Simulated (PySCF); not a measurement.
**Static response to an electric field**

2,4-pentanedione, C₅H₈O₂.
Structure used (GFN2-xTB), in Å, numbered top down from 1:
```
atom  x, y, z in Å
C1    -2.1795    0.1989    0.0734
C2    -0.9835   -0.5335   -0.4542
O3    -0.8857   -1.7318   -0.5063
C4     0.1644    0.3785   -0.8697
C5     0.9926    0.5584    0.3966
C6     2.0553   -0.4822    0.5781
O7     0.7539    1.4350    1.1856
H8    -2.6649    0.7380   -0.7385
H9    -1.8524    0.9286    0.8128
H10   -2.8880   -0.4959    0.5164
H11   -0.2166    1.3433   -1.1989
H12    0.7549   -0.1058   -1.6449
H13    2.8350   -0.3427   -0.1688
H14    2.4935   -0.4132    1.5703
H15    1.6166   -1.4674    0.4263
```

Level: wB97X-D/def2-SVPD (PySCF), static field, nuclei fixed, core orbitals frozen in the response. The polarisability tensor in these axes (au):

```
x   70.68 -1.65  2.23
y   -1.65 66.69  4.72
z    2.23  4.72 57.63
```

Question: Diagonalise the tensor; give its mean and Δα, where Δα² is half the sum of the squared differences of the eigenvalues.

Answer: Principal values 55.15, 68.54 and 71.31 au; mean 65.00 au = 9.63 Å³ = 10.72 × 10⁻⁴⁰ C²·m²/J; Δα = 14.97 au (23 % of the mean).

Question: What is the dipole moment, and where does it point?

Answer: (0.30, 0.69, -1.58) D, 1.75 D in size, pointing from the negative to the positive side. Measured along this direction, the outermost atoms are H10 and H14 at the negative end and H11 and H12 at the positive end.

Question: Rayleigh depolarisation ratio (linearly polarised light, static tensor)?

Answer: ρ = 3Δα²/(45ᾱ² + 4Δα²) = 672.5/(190120 + 896.6) = 0.00352.

Question: How large is μ²/3kT at 350 K beside α?

Answer: In Gaussian units μ²/3kT = 21.01 Å³ against 9.63 Å³, a ratio of 2.18; the Debye molar polarisation (4π/3)N_A(α + μ²/3kT) is 77.3 cm³/mol, leaving out the vibrational part.

Question: Form Σ f/ω² (atomic units) for the 8 lowest TDDFT singlets, given as eV and f, and set it beside the mean polarisability, which is this sum over all singlets: 4.31, 0.0069; 4.50, 0.0001; 6.52, 0.0001; 7.06, 0.0889; 7.57, 0.0986; 7.85, 0.0135; 8.16, 0.0041; 8.47, 0.0066.

Answer: They add up to 3.15 au, 4.8 % of the 65.00 au; the largest single term is 1.32 au, from the state at 7.06 eV. Terms in order: 0.28, 0.00, 0.00, 1.32, 1.27, 0.16, 0.05, 0.07 au. Higher excitations give the rest. The strengths listed sum to 0.219.

Question: Estimate the molar refractivity from the static electronic polarisability.

Answer: Lorentz–Lorenz: R = (4π/3)N_A α = 2.5225 cm³/(mol·Å³) × 9.63 Å³ = 24.3 cm³/mol, in the limit of long wavelengths.

Geometry: GFN2-xTB, one conformer, isolated molecule.
